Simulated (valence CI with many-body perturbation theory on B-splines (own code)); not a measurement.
E1 transitions of Br3+

Method: relativistic CI+MBPT: four valence electrons over a frozen Dirac-Fock core [Ar] 3d10, radial functions for each j: 11 s, 11 p, 10 d, 8 f, 5 g, 2 h, with the one-electron correlation potential Σ1, the two-electron term Σ2, the three-electron term Σ3, Breit, model QED; selected CI, second order for the rest, scaled by the run's own slope (own B-spline code, finite nucleus).

No measured spectrum was set against this ion. As an estimate, levels hold to about 250 cm⁻¹ or 0.2 % of their energy and the worst to 1 %, as in measured heavy ions of charge 2 to 7; those with d or f electrons hold less well. Among the levels kept, up to 1600 cm⁻¹ of a level comes from second order outside the variational space, and about a tenth of that is noise between levels of different J, which matters for small intervals.

Lines 251 to 300 of 552 in falling wavelength, among levels below 320512 cm⁻¹, chosen from the strongest by gf and those to the six lowest levels. Wavelengths and rates use the calculated energies, so an error of 300 cm⁻¹ moves a line at 2028 Å by 0.61 % and its rate by three times that or more. Electric multipoles are in the length gauge, E1 and E2 with the static RPA response of the core. Weak lines are less certain than strong ones. Lines between different terms over intervals too small for the method are left out, as are lines whose strength nearly cancels. Where a level lies close to another of its J and parity, the split of strength between their lines is uncertain. The highest levels of a list are the least certain.

Names give the largest LS component (configuration and term), which can be under half, so a name can repeat, a term be missing and a line seem to break the LS rules; names also repeat where a configuration has a term twice. Letters in brackets count levels of one name in rising energy.

| λ vac (Å) | Upper | Lower | A (s⁻¹) | S (a.u.) |
| --- | --- | --- | --- | --- |
| 2028 | 4s2 4p 5d 1F°_3 | 4s2 4p 5p 1D_2 | 1.09e+09 | 3.13e+01 |
| 2026 | 4s2 4p 6s 1P°_1 | 4s2 4p 5p 1D_2 | 3.85e+08 | 4.75e+00 |
| 2016 | 4s2 4p 5g 3F°_4 [a] | 4s 4p2 4d 3F_3 [a] | 1.19e+08 | 4.35e+00 |
| 2015 | 4s2 4p 5g 3G°_3 [b] | 4s2 4p 4f 3F_3 | 1.14e+08 | 3.23e+00 |
| 2015 | 4s2 4p 5d 3P°_0 | 4s2 4p 5p 3S_1 | 9.49e+08 | 3.83e+00 |
| 2015 | 4s2 4p 5g 3H°_4 | 4s 4p2 4d 3F_3 [a] | 4.39e+08 | 1.60e+01 |
| 2008 | 4s2 4p 5d 3D°_3 | 4s2 4p 5p 3P_2 | 7.44e+08 | 2.08e+01 |
| 2003 | 4s2 4p 5d 3D°_1 | 4s2 4p 5p 3P_0 | 6.48e+08 | 7.71e+00 |
| 2001 | 4s2 4p 5g 3H°_6 | 4s2 4p 4f 3G_5 | 9.92e+08 | 5.10e+01 |
| 2000 | 4s2 4p 5d 3F°_3 | 4s2 4p 5p 3D_2 | 1.15e+09 | 3.19e+01 |
| 2000 | 4s2 4p 5d 3F°_4 | 4s2 4p 5p 3D_3 | 1.19e+09 | 4.21e+01 |
| 1985 | 4s 4p2 5p 5S°_2 | 4s 4p2 4d 5P_3 | 1.20e+08 | 2.32e+00 |
| 1981 | 4s2 4p 5d 3D°_2 | 4s2 4p 5p 3D_1 | 9.32e+08 | 1.79e+01 |
| 1980 | 4s2 4p 5g 3G°_3 [a] | 4s 4p2 4d 3F_2 [a] | 1.44e+08 | 3.86e+00 |
| 1969 | 4s2 4p 5d 1P°_1 | 4s2 4p 5p 1D_2 | 2.35e+08 | 2.66e+00 |
| 1965 | 4s2 4p 5d 3D°_3 | 4s2 4p 5p 3D_3 | 4.06e+08 | 1.06e+01 |
| 1965 | 4s2 4p 5d 1D°_2 | 4s2 4p 5p 3P_1 | 7.39e+08 | 1.38e+01 |
| 1965 | 4s2 4p 5d 3P°_2 | 4s2 4p 5p 3P_2 | 7.02e+08 | 1.31e+01 |
| 1951 | 4s2 4p 6s 3P°_2 | 4s2 4p 5p 3S_1 | 3.29e+08 | 6.03e+00 |
| 1951 | 4s2 4p 5g 3G°_5 | 4s 4p2 4d 3F_4 [a] | 8.61e+07 | 3.47e+00 |
| 1947 | 4s2 4p 5d 3P°_1 | 4s2 4p 5p 3P_2 | 2.29e+08 | 2.50e+00 |
| 1922 | 4s2 4p 5g 1H°_5 | 4s 4p2 4d 3F_4 [a] | 6.22e+07 | 2.40e+00 |
| 1918 | 4s2 4p 5d 3F°_2 | 4s2 4p 5p 1P_1 | 9.56e+08 | 1.66e+01 |
| 1884 | 4s2 4p 6s 3P°_1 | 4s2 4p 5p 3D_2 | 5.95e+08 | 5.89e+00 |
| 1881 | 4s2 4p 6s 3P°_0 | 4s2 4p 5p 3D_1 | 9.20e+08 | 3.02e+00 |
| 1876 | 4s2 4p 5d 3P°_1 | 4s2 4p 5p 3P_1 | 2.08e+08 | 2.03e+00 |
| 1874 | 4s2 4p 6s 3P°_2 | 4s2 4p 5p 3P_2 | 2.44e+08 | 3.95e+00 |
| 1836 | 4s2 4p 6s 3P°_2 | 4s2 4p 5p 3D_3 | 6.64e+08 | 1.02e+01 |
| 1835 | 4s2 4p 5p 1P_1 | 4s2 4p 4d 3F°_2 | 2.48e+08 | 2.27e+00 |
| 1822 | 4s2 4p 5g 1H°_5 | 4s2 4p 4f 3F_4 [a] | 5.89e+07 | 1.94e+00 |
| 1821 | 4s2 4p 5d 3D°_1 | 4s2 4p 5p 1P_1 | 2.93e+08 | 2.62e+00 |
| 1795 | 4s 4p2 5p 3D°_3 | 4s 4p2 4d 3F_4 [a] | 1.85e+08 | 3.70e+00 |
| 1794 | 4s2 4p 6s 1P°_1 | 4s2 4p 5p 3P_1 | 3.60e+08 | 3.07e+00 |
| 1772 | 4s2 4p 5p 3D_2 | 4s2 4p 4d 3F°_3 | 4.82e+08 | 6.63e+00 |
| 1757 | 4s2 4p 6s 3P°_1 | 4s2 4p 5p 1P_1 | 3.69e+08 | 2.96e+00 |
| 1727 | 4s2 4p 5p 3D_1 | 4s2 4p 4d 3F°_2 | 2.82e+08 | 2.15e+00 |
| 1727 | 4s2 4p 5p 3D_3 | 4s2 4p 4d 3F°_4 | 5.63e+08 | 1.00e+01 |
| 1677 | 4s 4p2 5p 5D°_4 | 4s 4p2 4d 5D_4 | 1.12e+08 | 2.34e+00 |
| 1674 | 4s 4p2 5p 5P°_2 | 4s 4p2 4d 5D_3 | 2.26e+08 | 2.61e+00 |
| 1660 | 4s 4p2 5p 5P°_2 | 4s 4p2 4d 5D_2 | 1.68e+08 | 1.90e+00 |
| 1635 | 4s 4p2 5p 5P°_1 | 4s 4p2 4d 5D_1 | 2.74e+08 | 1.77e+00 |
| 1619 | 4s 4p2 5p 5P°_3 | 4s 4p2 4d 5D_4 | 3.35e+08 | 4.91e+00 |
| 1609 | 4s 4p2 5p 5D°_1 [a] | 4s 4p2 4d 5F_2 | 2.89e+08 | 1.78e+00 |
| 1594 | 4s 4p2 5p 5D°_2 [a] | 4s 4p2 4d 5F_3 | 3.24e+08 | 3.24e+00 |
| 1587 | 4s 4p2 5p 5D°_2 [b] | 4s 4p2 4d 5F_3 | 2.45e+08 | 2.42e+00 |
| 1578 | 4s 4p2 5p 5D°_3 | 4s 4p2 4d 5F_4 | 6.25e+08 | 8.48e+00 |
| 1564 | 4s 4p2 5p 5D°_4 | 4s 4p2 4d 5F_5 | 6.26e+08 | 1.06e+01 |
| 1416 | 4s2 4p 4f 1D_2 | 4s2 4p 4d 1P°_1 | 7.77e+08 | 5.45e+00 |
| 1303 | 4s2 4p 4f 1G_4 | 4s2 4p 4d 1F°_3 | 1.72e+09 | 1.69e+01 |
| 1288 | 4s2 4p 4f 3F_4 [a] | 4s2 4p 4d 3D°_3 | 3.88e+08 | 3.68e+00 |
